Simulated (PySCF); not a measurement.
# Correlation energy of Ni⁺ (nickel, charge +1)

[Ar] 3d8 4s1, high-spin 4F determinant (an excited configuration). Computed with PySCF 2.14 in x2c-TZVPPall with one added diffuse shell each of s, p, d, f type (7s6p5d3f1g, 80 functions), with scalar relativity by spin-free X2C-1e. Frozen: [Ar]; 9 electrons correlated.

| level | correlation energy (mhartree) |
| --- | --- |
| CCSD | -268.82 |
| (T) | -7.32 |
| CCSD(T) | -276.14 |

Diagnostics: T1 = 0.012, D1 = 0.0307, largest double amplitude 0.019.

Cost of the coupled-cluster step: of the order of 16 core-seconds, for 9 correlated electrons.

Iterations:

```
CC2 = 0
CCSD nocc = (np.int64(6), np.int64(3)), nmo = (71, 71)
frozen orbitals [[0, 1, 2, 3, 4, 5, 6, 7, 8], [0, 1, 2, 3, 4, 5, 6, 7, 8]]
max_cycle = 100
direct = 0
conv_tol = 1e-08
conv_tol_normt = 1e-06
diis_space = 8
diis_start_cycle = 0
Init t2, MP2 energy = -0.280224908277145
Init E_corr(UCCSD) = -0.28022490827848
cycle = 1  E_corr(UCCSD) = -0.263036407567493  dE = 0.0171885007  norm(t1,t2) = 0.0546768
cycle = 2  E_corr(UCCSD) = -0.268876156483321  dE = -0.00583974892  norm(t1,t2) = 0.0176715
cycle = 3  E_corr(UCCSD) = -0.268269760973351  dE = 0.00060639551  norm(t1,t2) = 0.00867609
cycle = 4  E_corr(UCCSD) = -0.268750881269692  dE = -0.000481120296  norm(t1,t2) = 0.00331966
cycle = 5  E_corr(UCCSD) = -0.268825706994788  dE = -7.48257251e-05  norm(t1,t2) = 0.0007307
cycle = 6  E_corr(UCCSD) = -0.268817289216955  dE = 8.41777783e-06  norm(t1,t2) = 0.000344331
cycle = 7  E_corr(UCCSD) = -0.268815443749699  dE = 1.84546726e-06  norm(t1,t2) = 8.49756e-05
cycle = 8  E_corr(UCCSD) = -0.268818137860253  dE = -2.69411055e-06  norm(t1,t2) = 3.22721e-05
cycle = 9  E_corr(UCCSD) = -0.268818219158456  dE = -8.12982026e-08  norm(t1,t2) = 1.01937e-05
cycle = 10  E_corr(UCCSD) = -0.268817764772747  dE = 4.54385709e-07  norm(t1,t2) = 2.98802e-06
cycle = 11  E_corr(UCCSD) = -0.268817853120675  dE = -8.83479278e-08  norm(t1,t2) = 1.08948e-06
cycle = 12  E_corr(UCCSD) = -0.26881786246129  dE = -9.340615e-09  norm(t1,t2) = 4.88418e-07
UCCSD converged
E(UCCSD) = -1519.096174270505  E_corr = -0.2688178624612901
UCCSD(T) correction = -0.00732305440719885
```
